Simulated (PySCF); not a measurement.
## Computed data sheet: `[SiH3]N[SiH2][Si@H]([SiH3])[SiH2][SiH3]`

Species: H₁₅NSi₆.
Atom-mapped SMILES: `[SiH3:1][NH:2][SiH2:3][Si@H:4]([SiH3:5])[SiH2:6][SiH3:7]` (hydrogens: H8, H9, H10 on Si1; H11 on N2; H12, H13 on Si3; H14 on Si4; H15, H16, H17 on Si5; H18, H19 on Si6; H20, H21, H22 on Si7)

**GFN2-xTB geometry**

- Point group of the GFN2-xTB geometry: C1
- Rotational constants A, B, C of the GFN2-xTB geometry: 0.832, 0.586, 0.410 GHz

PBE0/pcSseg-1 ground state and GIAO shieldings, non-relativistic (PySCF):

- Dipole moment: 0.95 D
- HOMO energy: -7.24 eV
- LUMO energy: -0.80 eV
- HOMO–LUMO gap: 6.44 eV
- Lowest Hirshfeld atomic charge: -0.33 e on N2
- Highest Hirshfeld atomic charge: +0.35 e on Si1
- 1H chemical shifts (computed TMS as zero) by class: 5.31 (H13), 5.02 (H12), 4.68 (H8/H9/H10), 3.78 (H19), 3.71 (H14), 3.66 (H18), 3.56 (H20/H21/H22), 3.52 (H15/H16/H17), -0.73 (H11) ppm
- Isotropic shieldings of nuclei other than C and H, by class: 274 (N2), 392 (Si3), 404 (Si1), 463 (Si5), 464 (Si7), 470 (Si6), 489 (Si4) ppm
- Mayer bond orders between heavy atoms: Si1–N2 0.94, N2–Si3 0.94, Si3–Si4 0.83, Si4–Si5 0.90, Si4–Si6 0.87, Si6–Si7 0.90

Monoisotopic mass (most abundant isotopes): 196.9820 u.

The rotational constants make it an asymmetric top with κ = (2B − A − C)/(A − C) = -0.17, nearer the prolate limit (−1). The dipole matches unit charges of opposite sign 0.20 Å apart (1 e·Å = 4.8032 D). With B = h/(8π²I), that is 505.379 GHz u Å² over I, the principal moments of inertia are 607.7, 862.9 and 1233.7 u Å² (most abundant isotopes). A dipole of 0.95 D is allowed in C1, and pure rotational transitions are dipole-allowed.

One conformer (not necessarily the lowest) at the GFN2-xTB geometry, without solvent or vibrations. GFN2-xTB frequencies show an imaginary mode (32i cm⁻¹), so this geometry is no minimum at that level. NMR classes are plain means over equivalent atoms (diastereotopic ones count apart unless rotation or inversion swaps them), as if these changed places fast; in this geometry the members of some classes differ.

The values belong to the conformer `[SiH3:1][NH:2][SiH2:3][Si@H:4]([SiH3:5])[SiH2:6][SiH3:7]`: Si1–N2–Si3–Si4 69°, N2–Si3–Si4–Si5 139°, Si3–Si4–Si6–Si7 49°.
